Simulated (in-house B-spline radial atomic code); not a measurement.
Atomic self-consistent-field run: Nb⁺. Method: Dirac-Kohn-Sham PW91, spherical fractional occupations, Fermi nucleus of rms radius 4.324 fm. Calculated with a B-spline radial code for spherical atoms.

Command:
```bash
python run_scf.py task.json out
```
Settings (nuclear radius in fm, mass in u):
```
Z                41
configuration    [Kr] 4d4
hamiltonian      dirac
method           pw91,pw91
spin_polarised   False
nucleus          fermi
rms_radius       4.324
atomic_mass      92.90637
speed_of_light   137.035999084
```

Output (hartree, bohr):
```
 radial grid: 82 intervals, B-splines of order 8, outer radius 60 bohr

 iter        energy (Eh)    residual
    1       -3817.237430    4.56e-01
    2       -3818.197414    2.19e-01
    3       -3820.437636    2.56e-02
    4       -3820.493625    8.66e-03
    5       -3820.497298    5.07e-03
    6       -3820.498005    9.93e-04
    7       -3820.498012    5.86e-04
    8       -3820.498033    2.33e-05
    9       -3820.498033    7.85e-07
   10       -3820.498033    4.05e-08

 total energy                     -3820.49803
 kinetic                            3954.6144
 electron-nucleus                  -9216.3453
 Hartree                            1560.6751
 exchange-correlation               -119.4422

 first-order corrections (not in the total)
   Gaunt                             2.4810
   retardation                      -0.2453
   frequency dependence             -0.0145
   self-energy                       1.6646
   Uehling                          -0.1872
   Wichmann-Kroll                    0.0027
   recoil                            0.0159

 orbital      occ     eigenvalue          <r>       <r^2>       <1/r>       r_max    small
 1s1/2      2.000      -691.2029    0.0360923  0.00175715     42.4004     0.02349  2.23e-02
 2s1/2      2.000       -96.8668     0.157722   0.0293836     9.62563      0.1333  4.56e-03
 2p1/2      2.000       -88.9271     0.134588   0.0222346     9.60196      0.1039  4.56e-03
 2p3/2      4.000       -85.4054     0.139065   0.0236099     9.16491      0.1076  4.42e-03
 3s1/2      2.000       -16.3561     0.443074    0.225137     3.27483      0.3957  1.20e-03
 3p1/2      2.000       -13.3657      0.43861    0.224292     3.17208      0.3832  1.15e-03
 3p3/2      4.000       -12.7952     0.449117    0.234948     3.06705      0.3924  1.11e-03
 3d3/2      4.000        -7.5110     0.430972    0.224125     2.87133      0.3329  9.93e-04
 3d5/2      6.000        -7.4048     0.434486    0.227649     2.84415      0.3356  9.82e-04
 4s1/2      2.000        -2.3832      1.15981     1.52681     1.17561       1.032  2.60e-04
 4p1/2      2.000        -1.5600      1.28269     1.89018     1.05059       1.107  2.15e-04
 4p3/2      4.000        -1.4829      1.31435     1.98508     1.02045       1.133  2.06e-04
 4d3/2      1.600        -0.3477      2.04589     5.14829    0.661597       1.485  9.38e-05
 4d5/2      2.400        -0.3415       2.0693     5.26947    0.653936       1.499  9.19e-05
```

Cost of the run: 2.9 s on 1 thread of Arm Neoverse N1, with other jobs on the host.

For the Dirac Hamiltonian the kinetic term is c α·p + (β - 1)c².
